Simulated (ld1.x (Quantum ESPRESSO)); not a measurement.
## Pseudopotential generation for Rh (Z = 45): PAW, PBE, scalar-relativistic.

Input for ld1.x (Quantum ESPRESSO) 7.5:

```
&input
   title='Rh', zed=45., rel=1, dft='PBE', iswitch=3,
   config='[Kr] 4d8 5s1 5p0',
   nld=3, rlderiv=2.15, eminld=-8.0, emaxld=5.0, deld=0.04
 /
 &inputp
   pseudotype=3, lpaw=.true., tm=.true., lloc=-1, rcloc=1.35,
   nlcc=.true., new_core_ps=.true., rcore=0.85,
   which_augfun='PSQ', rmatch_augfun_nc=.true.,
   file_pseudopw='Rh.UPF', file_wfcaegen='ae.wfc', file_wfcncgen='nc.wfc', file_beta='beta', file_chi='chi', file_wfcusgen='us.wfc'
 /
6
4S  1  0   2.00   0.00  1.65  1.85  0.0
5S  2  0   1.00   0.00  1.65  1.85  0.0
4P  2  1   6.00   0.00  1.45  1.65  0.0
5P  3  1   0.00   0.00  1.45  1.65  0.0
4D  3  2   8.00   0.00  1.45  1.95  0.0
4D  3  2   0.00   3.10  1.45  1.95  0.0
 &test
   configts(1)='4s2 4p6 4d8 5s1 5p0'
 /
```

Command:

```bash
ld1.x < Rh.in > Rh.out
```

Resulting log (shortened: banner, matrices, multipoles, cross overlaps and the repeated all-electron block are left out):

```
Program LD1 v.7.5
     --------------------------- All-electron run ----------------------------

     Rh
     scalar relativistic calculation

     atomic number is 45.00
     dft =PBE   lsd =0 sic =0 latt =0  beta=0.20 tr2=1.0E-14
     Exchange-correlation= PBE
                           (   1   4   3   4   0   0   0)
     mesh =1233 r(mesh) =  98.82371 a.u. xmin = -7.00 dx = 0.01250
     1 Ry =  13.60569312 eV, c = 137.03599908

     n l     nl                  e(Ry)          e(Ha)          e(eV)
     1 0     1S 1( 2.00)     -1693.3289      -846.6645    -23038.9134
     2 0     2S 1( 2.00)      -245.4905      -122.7453     -3340.0684
     2 1     2P 1( 6.00)      -220.0045      -110.0023     -2993.3141
     3 0     3S 1( 2.00)       -43.8678       -21.9339      -596.8524
     3 1     3P 1( 6.00)       -35.4892       -17.7446      -482.8551
     4 0     4S 1( 2.00)        -6.0632        -3.0316       -82.4943
     4 1     4P 1( 6.00)        -3.7058        -1.8529       -50.4205
     3 2     3D 1(10.00)       -22.0941       -11.0470      -300.6054
     4 2     4D 1( 8.00)        -0.4366        -0.2183        -5.9401
     5 0     5S 1( 1.00)        -0.3160        -0.1580        -4.3000
     5 1     5P 1( 0.00)        -0.0625        -0.0313        -0.8508

     final scf error:  2.7E-15 reached in  34 iterations

     Etot =   -9568.237170 Ry,   -4784.118585 Ha, -130182.498656 eV

     Ekin =    9909.476171 Ry,    4954.738085 Ha,  134825.291786 eV
     Encl =  -23095.705631 Ry,  -11547.852816 Ha, -314233.083280 eV
     Eh   =    3894.991096 Ry,    1947.495548 Ha,   52994.053563 eV
     Exc  =    -276.998804 Ry,    -138.499402 Ha,   -3768.760725 eV

     normalization and overlap integrals

     s(1S/1S) =  1.000000  <r> =   0.0326  <r2> =    0.0014  r(max) =   0.0211
     s(2S/2S) =  1.000000  <r> =   0.1419  <r2> =    0.0237  r(max) =   0.1201
     s(2P/2P) =  1.000000  <r> =   0.1237  <r2> =    0.0187  r(max) =   0.0959
     s(3S/3S) =  1.000000  <r> =   0.3906  <r2> =    0.1746  r(max) =   0.3520
     s(3P/3P) =  1.000000  <r> =   0.3905  <r2> =    0.1772  r(max) =   0.3433
     s(4S/4S) =  1.000000  <r> =   0.9803  <r2> =    1.0896  r(max) =   0.8766
     s(4P/4P) =  1.000000  <r> =   1.0819  <r2> =    1.3435  r(max) =   0.9449
     s(3D/3D) =  1.000000  <r> =   0.3704  <r2> =    0.1640  r(max) =   0.2918
     s(4D/4D) =  1.000000  <r> =   1.5921  <r2> =    3.1759  r(max) =   1.1398
     s(5S/5S) =  1.000000  <r> =   3.3065  <r2> =   12.7169  r(max) =   2.6336
     s(5P/5P) =  1.000000  <r> =   5.3143  <r2> =   34.1679  r(max) =   3.9288

     ------------------------ End of All-electron run ------------------------

     --------------------- Generating PAW atomic setup --------------------

      Generating local potential from pseudized AE potential:
      Matching radius rcloc =   1.3500

      Local pseudo, rcloc= 1.341 Estimated cut-off energy=    14.08 Ry

      Computing core charge for nlcc:

       r > 0.85 : true rho core
      Core charge pseudized with two Bessel functions
      Integrated core pseudo-charge :   6.52
      Wfc-us  4S rcutus= 1.856  Estimated cut-off energy=    16.60 Ry
      Wfc-us  5S rcutus= 1.856  Estimated cut-off energy=    33.85 Ry
      Wfc-us  4P rcutus= 1.638  Estimated cut-off energy=    31.51 Ry
      Wfc-us  5P rcutus= 1.638  Estimated cut-off energy=    57.12 Ry
      Wfc-us  4D rcutus= 1.951  Estimated cut-off energy=    30.56 Ry
      Wfc-us  4D rcutus= 1.951  Estimated cut-off energy=    56.73 Ry

     Required augmentation: PSQ   radius:    1.950000

     Q pseudized with Bessel functions
     Expected ecutrho=     199.8052 due to l1=  2   l2=  2

     Estimated PAW energy = -469.639776 Ryd

     ------------------- End of pseudopotential generation -------------------

     Computing logarithmic derivative in   2.14279
     Computing logarithmic derivative in   2.14279
     Computing the partial wave expansion
     R is outside the sphere for l=    0 j= 0.00
     R is outside the sphere for l=    0 j= 0.00
     R is outside the sphere for l=    1 j= 0.00
     R is outside the sphere for l=    1 j= 0.00
     R is outside the sphere for l=    2 j= 0.00
     R is outside the sphere for l=    2 j= 0.00

     ---------------------- Testing the pseudopotential ----------------------

     Rh
     scalar relativistic calculation

     atomic number is 45.00   valence charge is 17.00
     dft = SLA  PW   PBX  PBC   lsd =0 sic =0 latt =0  beta=0.20 tr2=1.0E-14
     mesh =1233 r(mesh) =  98.82371 xmin = -7.00 dx = 0.01250

     n l     nl             e AE (Ry)        e PS (Ry)    De AE-PS (Ry)
     1 0     4S   1( 2.00)       -6.06322       -6.06317       -0.00005
     2 1     4P   1( 6.00)       -3.70584       -3.70579       -0.00005
     3 2     4D   1( 8.00)       -0.43659       -0.43656       -0.00002
     2 0     5S   1( 1.00)       -0.31604       -0.31604        0.00000
     3 1     5P   1( 0.00)       -0.06254       -0.06254       -0.00000

     eps = 4.2E-15  iter = 10

     Etot =   -9568.237170 Ry,   -4784.118585 Ha, -130182.498656 eV
     Etotps =  -469.639783 Ry,    -234.819892 Ha,   -6389.774767 eV

     Ekin =     300.726638 Ry,     150.363319 Ha,    4091.594346 eV
     Encl =    -683.495061 Ry,    -341.747531 Ha,   -9299.424052 eV
     Ehrt =     190.127656 Ry,      95.063828 Ha,    2586.818543 eV
     Ecxc =    -276.999016 Ry,    -138.499508 Ha,   -3768.763604 eV
     (Ecc =     -17.938732 Ry,      -8.969366 Ha,    -244.068883 eV)

     ---------------------- End of pseudopotential test ----------------------
```

The ghost test of this file was not conclusive. Its overlap operator is not positive definite in a basis up to 400 Ry (lowest eigenvalue p -0.03, d -2.11), so the file is unfit for use: the generalised eigenproblem breaks down once the basis is large enough, and its test numbers describe a broken file.

Generation and configuration tests took about 1.5 s on one core of a shared server CPU.

Transferability test of the new file with ld1.x, input:

```
&input
   title='Rh', zed=45., rel=1, dft='PBE', iswitch=2,
   config='[Kr] 4d8 5s1 5p0'
 /
 &test
   file_pseudo='Rh.UPF', nconf=8,
   configts(1)='4s2 4p6 4d8 5s1 5p0',
   configts(2)='4s2 4p6 4d8 5s0 5p0',
   configts(3)='4s2 4p6 4d7 5s0 5p0',
   configts(4)='4s2 4p6 4d6 5s0 5p0',
   configts(5)='4s2 4p6 4d8 5s0 5p1',
   configts(6)='4s2 4p6 4d8 5s0.5 5p0',
   configts(7)='4s2 4p5 4d8 5s1 5p0',
   configts(8)='4s1 4p6 4d8 5s1 5p0'
 /
```

```bash
ld1.x < Rh.test.in > Rh.test.out
```

Pseudopotential blocks of its output, shortened (energy terms left out):

```
     ---------------------- Testing the pseudopotential ----------------------

     n l     nl             e AE (Ry)        e PS (Ry)    De AE-PS (Ry)
     1 0     4S   1( 2.00)       -6.06322       -6.06317       -0.00005
     2 1     4P   1( 6.00)       -3.70584       -3.70579       -0.00005
     3 2     4D   1( 8.00)       -0.43659       -0.43656       -0.00002
     2 0     5S   1( 1.00)       -0.31604       -0.31604        0.00000
     3 1     5P   1( 0.00)       -0.06254       -0.06254       -0.00000

     eps = 4.2E-15  iter = 10

     Etot =   -9568.237171 Ry,   -4784.118586 Ha, -130182.498677 eV
     Etotps =  -469.639783 Ry,    -234.819892 Ha,   -6389.774767 eV

     ---------------------- End of pseudopotential test ----------------------
```

The test run then stopped with an error in new_paw_hamiltonian: “negative rho”.
